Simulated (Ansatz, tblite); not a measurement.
Forces on the cluster W₂O₆⁺ at its PBE-D4/def2-SVP geometry. Total charge 1; doublet.

In the def2 sets W takes a core potential; there is no spin–orbit coupling. The xTB rows come from tblite. B3LYP takes the VWN-RPA correlation. The structure comes from a short search, and lower isomers may exist.

GFN1-xTB (tblite), largest force 3.52 eV/Å:

```xyz
8
positions Å, forces eV/Å
W     1.160    0.365    0.805   -0.343   -0.108   -0.238
W    -1.160   -0.365   -0.805    0.342    0.108    0.237
O    -2.769    0.243   -0.588    2.125   -0.620   -0.066
O     0.252    0.950   -0.794   -0.703   -2.649    2.216
O    -1.155   -1.479   -2.134    0.260    1.370    1.721
O     1.155    1.479    2.134   -0.260   -1.370   -1.720
O    -0.252   -0.950    0.794    0.703    2.649   -2.216
O     2.769   -0.243    0.588   -2.125    0.619    0.066
```

GFN2-xTB (tblite), largest force 0.80 eV/Å:

```
W 0.634 0.200 0.440
W -0.633 -0.199 -0.439
O 0.702 -0.128 0.070
O 0.054 0.202 -0.169
O 0.197 0.411 0.554
O -0.198 -0.411 -0.554
O -0.054 -0.202 0.169
O -0.703 0.128 -0.070
```

B3LYP-D4/def2-TZVP (Ansatz), largest force 0.69 eV/Å:

```
W 0.186 0.059 0.129
W -0.186 -0.059 -0.129
O 0.646 -0.220 -0.058
O -0.083 -0.314 0.263
O 0.033 0.434 0.529
O -0.033 -0.434 -0.529
O 0.083 0.314 -0.263
O -0.646 0.220 0.058
```
